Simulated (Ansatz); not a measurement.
Ansatz (a first-principles code) input (B3LYP-D3(BJ)/def2-TZVP):

Ansatz 0.2 input:
```yaml
crystal:
  periodic: [false, false, false]
  atoms:
    - {symbol: C, position_ang: [-1.14292731, -0.43366116, -0.38399818]}
    - {symbol: C, position_ang: [0.31687295, -0.38413993, -0.43013669]}
    - {symbol: Cl, position_ang: [1.22707064, -1.23002187, 0.74279937]}
    - {symbol: Cl, position_ang: [1.09180191, 0.89580546, -1.25535183]}
    - {symbol: Cl, position_ang: [-1.84664495, 0.71338407, 0.88397948]}
    - {symbol: H, position_ang: [-1.57723349, -0.11792118, -1.32719082]}
    - {symbol: H, position_ang: [-1.49430937, -1.42112242, -0.10225919]}
basis:
  gaussian:
    orbitals: def2-TZVP
hamiltonian:
  xc: b3lyp
  dispersion: d3bj
magnetization: {spin_polarized: true, initial_magnetization: 1}
phonons: {temperatures: {t_min: 298.15, t_max: 298.15, t_step: 100}}
```

Output:

```
Functional definition: B3LYP
integrals: 0.12 GiB planned
1237 factors; their error is unknown
mean field: 1.45 GiB planned
mean field evaluation 1: about -39671.4895 eV, gradient 3.1e1 eV
mean field evaluation 2: about -39664.7678 eV, gradient 4.7e1 eV
mean field evaluation 4: about -39676.1369 eV, gradient 2.9e0 eV
mean field evaluation 8: about -39676.1786 eV, gradient 1.1e-1 eV
mean field evaluation 16: about -39676.2602 eV, gradient 4.3e-4 eV
mean field -39676.26016177 eV, -1458.0756674099 hartree, gradient 1.5e-5 eV, S^2 0.755376; 0 other end points of the search recorded, 0 dependent functions left out
the calculation of the forces begins
reference -39676.26042610 eV, -1458.0756771239 hartree; 33, 32 occupied and 152, 153 virtual orbitals, 1237 factors
these checks for a lower state are left out or cut short: stability, starts, cluster_reference, orbital_swaps, neighbouring_geometries, increment
integrals: 0.12 GiB planned
1237 factors; their error is unknown
mean field: 1.45 GiB planned
mean field -39676.26007397 eV, -1458.0756641835 hartree, gradient 2.6e-6 eV, S^2 0.755355; 0 other end points of the search recorded, 0 dependent functions left out
the calculation of the forces begins
reference -39676.26033833 eV, -1458.0756738984 hartree; 33, 32 occupied and 152, 153 virtual orbitals, 1237 factors
these checks for a lower state are left out or cut short: stability, starts, cluster_reference, orbital_swaps, neighbouring_geometries, increment
integrals: 0.12 GiB planned
1237 factors; their error is unknown
mean field: 1.45 GiB planned
mean field evaluation 32: about -39676.2601 eV, gradient 1.3e-4 eV
mean field -39676.26008358 eV, -1458.0756645365 hartree, gradient 1.6e-6 eV, S^2 0.755397; 0 other end points of the search recorded, 0 dependent functions left out
the calculation of the forces begins
reference -39676.26034789 eV, -1458.0756742497 hartree; 33, 32 occupied and 152, 153 virtual orbitals, 1237 factors
these checks for a lower state are left out or cut short: stability, starts, cluster_reference, orbital_swaps, neighbouring_geometries, increment
integrals: 0.12 GiB planned
1237 factors; their error is unknown
mean field: 1.45 GiB planned
mean field -39676.25997744 eV, -1458.0756606359 hartree, gradient 1.7e-6 eV, S^2 0.755380; 0 other end points of the search recorded, 0 dependent functions left out
the calculation of the forces begins
reference -39676.26024177 eV, -1458.0756703498 hartree; 33, 32 occupied and 152, 153 virtual orbitals, 1237 factors
these checks for a lower state are left out or cut short: stability, starts, cluster_reference, orbital_swaps, neighbouring_geometries, increment
integrals: 0.12 GiB planned
1237 factors; their error is unknown
mean field: 1.46 GiB planned
mean field -39676.26002323 eV, -1458.0756623189 hartree, gradient 1.6e-6 eV, S^2 0.755372; 0 other end points of the search recorded, 0 dependent functions left out
the calculation of the forces begins
reference -39676.26028757 eV, -1458.0756720330 hartree; 33, 32 occupied and 152, 153 virtual orbitals, 1237 factors
these checks for a lower state are left out or cut short: stability, starts, cluster_reference, orbital_swaps, neighbouring_geometries, increment
integrals: 0.12 GiB planned
1237 factors; their error is unknown
mean field: 1.45 GiB planned
mean field -39676.26012680 eV, -1458.0756661250 hartree, gradient 1.1e-6 eV, S^2 0.755383; 0 other end points of the search recorded, 0 dependent functions left out
the calculation of the forces begins
reference -39676.26039112 eV, -1458.0756758384 hartree; 33, 32 occupied and 152, 153 virtual orbitals, 1237 factors
these checks for a lower state are left out or cut short: stability, starts, cluster_reference, orbital_swaps, neighbouring_geometries, increment
integrals: 0.12 GiB planned
[...]
the calculation of the forces begins
reference -39676.26028859 eV, -1458.0756720705 hartree; 33, 32 occupied and 152, 153 virtual orbitals, 1237 factors
these checks for a lower state are left out or cut short: stability, starts, cluster_reference, orbital_swaps, neighbouring_geometries, increment
integrals: 0.12 GiB planned
1237 factors; their error is unknown
mean field: 1.45 GiB planned
mean field -39676.26005939 eV, -1458.0756636477 hartree, gradient 3.0e-6 eV, S^2 0.755370; 0 other end points of the search recorded, 0 dependent functions left out
the calculation of the forces begins
reference -39676.26032371 eV, -1458.0756733610 hartree; 33, 32 occupied and 152, 153 virtual orbitals, 1237 factors
these checks for a lower state are left out or cut short: stability, starts, cluster_reference, orbital_swaps, neighbouring_geometries, increment
integrals: 0.12 GiB planned
1237 factors; their error is unknown
mean field: 1.45 GiB planned
mean field evaluation 96: about -39676.1781 eV, gradient 2.5e-1 eV
mean field -39676.26021858 eV, -1458.0756694978 hartree, gradient 1.6e-6 eV, S^2 0.755382; 0 other end points of the search recorded, 0 dependent functions left out
the calculation of the forces begins
reference -39676.26048293 eV, -1458.0756792126 hartree; 33, 32 occupied and 152, 153 virtual orbitals, 1237 factors
these checks for a lower state are left out or cut short: stability, starts, cluster_reference, orbital_swaps, neighbouring_geometries, increment
integrals: 0.12 GiB planned
1237 factors; their error is unknown
mean field: 1.45 GiB planned
mean field -39676.26017811 eV, -1458.0756680106 hartree, gradient 2.4e-6 eV, S^2 0.755380; 0 other end points of the search recorded, 0 dependent functions left out
the calculation of the forces begins
reference -39676.26044246 eV, -1458.0756777252 hartree; 33, 32 occupied and 152, 153 virtual orbitals, 1237 factors
these checks for a lower state are left out or cut short: stability, starts, cluster_reference, orbital_swaps, neighbouring_geometries, increment
integrals: 0.12 GiB planned
1237 factors; their error is unknown
mean field: 1.45 GiB planned
mean field -39676.26007704 eV, -1458.0756642964 hartree, gradient 1.7e-6 eV, S^2 0.755372; 0 other end points of the search recorded, 0 dependent functions left out
the calculation of the forces begins
reference -39676.26034136 eV, -1458.0756740099 hartree; 33, 32 occupied and 152, 153 virtual orbitals, 1237 factors
these checks for a lower state are left out or cut short: stability, starts, cluster_reference, orbital_swaps, neighbouring_geometries, increment
integrals: 0.12 GiB planned
1237 factors; their error is unknown
mean field: 1.45 GiB planned
mean field -39676.26020791 eV, -1458.0756691057 hartree, gradient 2.2e-6 eV, S^2 0.755390; 0 other end points of the search recorded, 0 dependent functions left out
the calculation of the forces begins
reference -39676.26047226 eV, -1458.0756788203 hartree; 33, 32 occupied and 152, 153 virtual orbitals, 1237 factors
these checks for a lower state are left out or cut short: stability, starts, cluster_reference, orbital_swaps, neighbouring_geometries, increment
integrals: 0.12 GiB planned
1237 factors; their error is unknown
mean field: 1.45 GiB planned
mean field -39676.26003708 eV, -1458.0756628278 hartree, gradient 2.5e-6 eV, S^2 0.755362; 0 other end points of the search recorded, 0 dependent functions left out
the calculation of the forces begins
reference -39676.26030140 eV, -1458.0756725412 hartree; 33, 32 occupied and 152, 153 virtual orbitals, 1237 factors
these checks for a lower state are left out or cut short: stability, starts, cluster_reference, orbital_swaps, neighbouring_geometries, increment
integrals: 0.12 GiB planned
1237 factors; their error is unknown
mean field: 1.45 GiB planned
mean field evaluation 128: about -39676.1780 eV, gradient 2.4e-1 eV
mean field -39676.26005660 eV, -1458.0756635451 hartree, gradient 2.1e-6 eV, S^2 0.755373; 0 other end points of the search recorded, 0 dependent functions left out
the calculation of the forces begins
reference -39676.26032091 eV, -1458.0756732583 hartree; 33, 32 occupied and 152, 153 virtual orbitals, 1237 factors
these checks for a lower state are left out or cut short: stability, starts, cluster_reference, orbital_swaps, neighbouring_geometries, increment
integrals: 0.12 GiB planned
1237 factors; their error is unknown
mean field: 1.45 GiB planned
mean field -39676.26024882 eV, -1458.0756706092 hartree, gradient 2.5e-6 eV, S^2 0.755379; 0 other end points of the search recorded, 0 dependent functions left out
the calculation of the forces begins
reference -39676.26051318 eV, -1458.0756803240 hartree; 33, 32 occupied and 152, 153 virtual orbitals, 1237 factors
these checks for a lower state are left out or cut short: stability, starts, cluster_reference, orbital_swaps, neighbouring_geometries, increment
integrals: 0.12 GiB planned
1237 factors; their error is unknown
mean field: 1.45 GiB planned
mean field -39676.26010079 eV, -1458.0756651690 hartree, gradient 1.5e-6 eV, S^2 0.755376; 0 other end points of the search recorded, 0 dependent functions left out
the calculation of the forces begins
reference -39676.26036511 eV, -1458.0756748827 hartree; 33, 32 occupied and 152, 153 virtual orbitals, 1237 factors
these checks for a lower state are left out or cut short: stability, starts, cluster_reference, orbital_swaps, neighbouring_geometries, increment
integrals: 0.12 GiB planned
1237 factors; their error is unknown
mean field: 1.45 GiB planned
mean field -39676.26016026 eV, -1458.0756673545 hartree, gradient 1.9e-6 eV, S^2 0.755376; 0 other end points of the search recorded, 0 dependent functions left out
the calculation of the forces begins
reference -39676.26042460 eV, -1458.0756770688 hartree; 33, 32 occupied and 152, 153 virtual orbitals, 1237 factors
these checks for a lower state are left out or cut short: stability, starts, cluster_reference, orbital_swaps, neighbouring_geometries, increment
integrals: 0.12 GiB planned
1237 factors; their error is unknown
mean field: 1.45 GiB planned
mean field -39676.26013507 eV, -1458.0756664288 hartree, gradient 1.0e-6 eV, S^2 0.755377; 0 other end points of the search recorded, 0 dependent functions left out
the calculation of the forces begins
reference -39676.26039942 eV, -1458.0756761434 hartree; 33, 32 occupied and 152, 153 virtual orbitals, 1237 factors
these checks for a lower state are left out or cut short: stability, starts, cluster_reference, orbital_swaps, neighbouring_geometries, increment
integrals: 0.12 GiB planned
1237 factors; their error is unknown
mean field: 1.45 GiB planned
mean field evaluation 160: about -39676.2601 eV, gradient 1.1e-5 eV
mean field -39676.26014245 eV, -1458.0756667002 hartree, gradient 1.5e-6 eV, S^2 0.755375; 0 other end points of the search recorded, 0 dependent functions left out
the calculation of the forces begins
reference -39676.26040677 eV, -1458.0756764136 hartree; 33, 32 occupied and 152, 153 virtual orbitals, 1237 factors
these checks for a lower state are left out or cut short: stability, starts, cluster_reference, orbital_swaps, neighbouring_geometries, increment
integrals: 0.12 GiB planned
1237 factors; their error is unknown
mean field: 1.45 GiB planned
mean field -39676.26006031 eV, -1458.0756636815 hartree, gradient 1.7e-6 eV, S^2 0.755377; 0 other end points of the search recorded, 0 dependent functions left out
the calculation of the forces begins
reference -39676.26032461 eV, -1458.0756733944 hartree; 33, 32 occupied and 152, 153 virtual orbitals, 1237 factors
these checks for a lower state are left out or cut short: stability, starts, cluster_reference, orbital_swaps, neighbouring_geometries, increment
integrals: 0.12 GiB planned
1237 factors; their error is unknown
mean field: 1.45 GiB planned
mean field -39676.26009851 eV, -1458.0756650851 hartree, gradient 1.7e-6 eV, S^2 0.755375; 0 other end points of the search recorded, 0 dependent functions left out
the calculation of the forces begins
reference -39676.26036287 eV, -1458.0756748003 hartree; 33, 32 occupied and 152, 153 virtual orbitals, 1237 factors
Total energy: -39676.65825808 eV, -1458.0902971797 hartree
Atom 0 at    -1.142927    -0.433661    -0.383998 Å, force     0.000114     0.000658     0.000693 eV/Å
Atom 1 at     0.316873    -0.384140    -0.430137 Å, force     0.000555    -0.000333    -0.000391 eV/Å
Atom 2 at     1.227071    -1.230022     0.742799 Å, force    -0.000244     0.000318    -0.000348 eV/Å
Atom 3 at     1.091802     0.895805    -1.255352 Å, force    -0.000199    -0.000382     0.000310 eV/Å
Atom 4 at    -1.846645     0.713384     0.883979 Å, force    -0.000394     0.000216     0.000256 eV/Å
Atom 5 at    -1.577233    -0.117921    -1.327191 Å, force     0.000076    -0.000114    -0.000377 eV/Å
Atom 6 at    -1.494309    -1.421122    -0.102259 Å, force     0.000092    -0.000363    -0.000142 eV/Å
Dipole moment:    -0.010250    -0.244836    -0.259786 e Å
Vibrations: 70.88 123.51 294.13 330.21 431.51 566.72 596.56 797.77 981.97 1172.80 1214.11 1250.49 1466.24 3108.39 3175.24 cm⁻¹, zero-point energy 0.965869 eV
```

It need not be the lowest isomer of its formula.
